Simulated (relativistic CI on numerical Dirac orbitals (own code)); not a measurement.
# Crystal-field levels of Rh⁺, 4d8

Calculated by Dirac-Coulomb-Breit CI, KLI orbitals optimised for each configuration, model QED (radiative potential, 1s self-energy scaled to tabulated hydrogen-like ionisation energies), valence Slater integrals scaled by 0.75, one configuration in a parametric crystal field (own radial code).

Field parameters in Wybourne normalisation: D3d B²₀ = −7Dσ, B⁴₀ = −14Dq − 21Dτ, B⁴₃ = −14√(10/7) Dq; D4h B²₀ = −7Ds, B⁴₀ = 21(Dq − Dt), B⁴₄ = 21√(5/14) Dq; Oh B⁴₀ = 21Dq, B⁴₄ = √(5/14) B⁴₀. The field is a parameter set, without covalency.

S and J are read from ⟨S²⟩ = S(S + 1) and ⟨J²⟩ = J(J + 1) of each level; they are not fictitious spins.

Oh, 10Dq = 11300 cm⁻¹, the lowest 16 levels:

| E (cm⁻¹) | Degeneracy | Irrep | S | J |
| --- | --- | --- | --- | --- |
| 0.0 | 3 | T2 | 1.00 | 3.46 |
| 9092 | 2 | E | 0.39 | 2.97 |
| 11075 | 3 | T1 | 1.00 | 3.55 |
| 11469 | 2 | E | 0.84 | 3.56 |
| 11758 | 3 | T2 | 0.99 | 3.07 |
| 12087 | 1 | A2 | 1.00 | 3.00 |
| 15381 | 1 | A1 | 0.75 | 3.44 |
| 16927 | 3 | T1 | 1.00 | 2.94 |
| 17582 | 3 | T2 | 1.00 | 2.37 |
| 17964 | 2 | E | 0.97 | 2.25 |
| 18311 | 1 | A1 | 0.47 | 3.65 |
| 20764 | 3 | T2 | 0.15 | 2.64 |
| 24053 | 3 | T1 | 0.07 | 3.93 |
| 26688 | 1 | A1 | 0.99 | 1.79 |
| 26709 | 2 | E | 1.00 | 2.29 |
| 26835 | 3 | T1 | 0.98 | 2.17 |

D3d, 10Dq = 21900, Dσ = -850, Dτ = 450 cm⁻¹, the lowest 10 levels:

| E (cm⁻¹) | Degeneracy | Irrep | S | J |
| --- | --- | --- | --- | --- |
| 0.0 | 1 | A1 | 1.00 | 3.36 |
| 7.0 | 2 | E | 1.00 | 3.35 |
| 9747 | 2 | E | 0.02 | 2.92 |
| 18143 | 1 | A1 | 0.03 | 3.37 |
| 23581 | 2 | E | 1.00 | 3.57 |
| 23621 | 2 | E | 1.00 | 3.56 |
| 23706 | 1 | A2 | 1.00 | 3.43 |
| 24169 | 2 | E | 1.00 | 3.16 |
| 24379 | 1 | A1 | 1.00 | 3.07 |
| 24592 | 1 | A2 | 1.00 | 3.00 |

D4h, 10Dq = 14700, Ds = 1680, Dt = 380 cm⁻¹, the lowest 10 levels:

| E (cm⁻¹) | Degeneracy | Irrep | S | J |
| --- | --- | --- | --- | --- |
| 0.0 | 1 | B2 | 1.00 | 3.46 |
| 15.0 | 2 | E | 1.00 | 3.44 |
| 4247 | 1 | A1 | 0.09 | 3.03 |
| 9083 | 1 | B1 | 0.41 | 2.86 |
| 9587 | 1 | A1 | 0.99 | 3.71 |
| 9670 | 1 | A2 | 0.99 | 3.60 |
| 10300 | 2 | E | 0.99 | 3.24 |
| 11161 | 1 | B2 | 1.00 | 2.76 |
| 11678 | 1 | B1 | 0.83 | 2.96 |
| 13092 | 2 | E | 1.00 | 2.29 |

The free-ion ground term has S = 1. Every field shown keeps that spin.

Levels of this model without a field, named by their leading LS term (the scale mimics covalency, so terms lie below those of the real free ion): 3F_4 0, 3F_3 2240, 3F_2 3395, 1D_2 8880, 3P_1 11700, 3P_0 11894, 3P_2 11973, 1G_4 14264 cm⁻¹.
